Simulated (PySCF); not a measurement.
First SCF of a structure search on triplet CrH₂, at a hand-made bent geometry. PySCF input:

```python
from pyscf import gto, scf, dft
mol = gto.M(atom='''
Cr     0.000000     0.000000     0.000000
H      1.261500     0.000000     0.883300
H     -1.261500     0.000000     0.883300''',
    basis={'Cr': 'def2-TZVP', 'H': 'def2-TZVP'},
    charge=0, spin=2)
mf = dft.UKS(mol, xc='PBE')
mf.grids.atom_grid = (50, 194)
aux = {'Cr': 'def2-universal-JKFIT', 'H': 'def2-universal-JKFIT'}
mf = mf.density_fit(auxbasis=aux)
mf.conv_tol = 1e-08
mf.diis_space = 10
mf.max_cycle = 60
mf.init_guess = 'minao'
mf.verbose = 4
mf.kernel()
```

Excerpt of the output (cycles alone):

```
init E= -1045.00517909003
cycle= 1 E= -1044.37369720894  delta_E= 0.631  |g|= 1.72  |ddm|= 1.58
cycle= 2 E= -1038.26851838409  delta_E= 6.11  |g|=  3.5  |ddm|= 7.49
cycle= 3 E= -1045.17305496213  delta_E= -6.9  |g|= 0.408  |ddm|= 7.46
cycle= 4 E= -1045.24010439585  delta_E= -0.067  |g|= 0.283  |ddm|= 1.34
cycle= 5 E= -1045.23305396954  delta_E= 0.00705  |g|= 0.337  |ddm|= 1.04
cycle= 6 E= -1045.27603633201  delta_E= -0.043  |g|= 0.168  |ddm|= 1.08
cycle= 7 E= -1045.30894327823  delta_E= -0.0329  |g|= 0.0543  |ddm|= 0.609
cycle= 8 E= -1045.31115283881  delta_E= -0.00221  |g|= 0.017  |ddm|= 0.104
cycle= 9 E= -1045.31142489957  delta_E= -0.000272  |g|= 0.00847  |ddm|= 0.047
cycle= 10 E= -1045.31150249614  delta_E= -7.76e-05  |g|= 0.00458  |ddm|= 0.0178
cycle= 11 E= -1045.31158742594  delta_E= -8.49e-05  |g|= 0.00237  |ddm|= 0.0308
cycle= 12 E= -1045.31164017913  delta_E= -5.28e-05  |g|= 0.00114  |ddm|= 0.0317
cycle= 13 E= -1045.31165870033  delta_E= -1.85e-05  |g|= 0.00116  |ddm|= 0.0327
cycle= 14 E= -1045.31165905036  delta_E= -3.5e-07  |g|= 0.000788  |ddm|= 0.000592
cycle= 15 E= -1045.31165928459  delta_E= -2.34e-07  |g|= 0.000426  |ddm|= 0.00231
cycle= 16 E= -1045.31165937437  delta_E= -8.98e-08  |g|= 0.000105  |ddm|= 0.000508
cycle= 17 E= -1045.31165938372  delta_E= -9.35e-09  |g|= 1.21e-05  |ddm|= 0.00044
Extra cycle  E= -1045.31165938267  delta_E= 1.06e-09  |g|= 5.8e-05  |ddm|= 5.1e-05
converged SCF energy = -1045.31165938267  <S^2> = 3.0109785  2S+1 = 3.6116359
```

No lower solution of this spin was found from smeared starts or by a stability analysis within the unrestricted form.

Open d and f shells are described by one determinant, and the ground state may have another occupation or spin.

The search for the lowest solution, 3 starts and the stability check together, took 14 s on 2 threads of a shared Arm Neoverse V1 host, with 57 basis functions; the process peaked at 0.29 GiB. Launch command: `OMP_NUM_THREADS=2 python axn.py task.json out`.
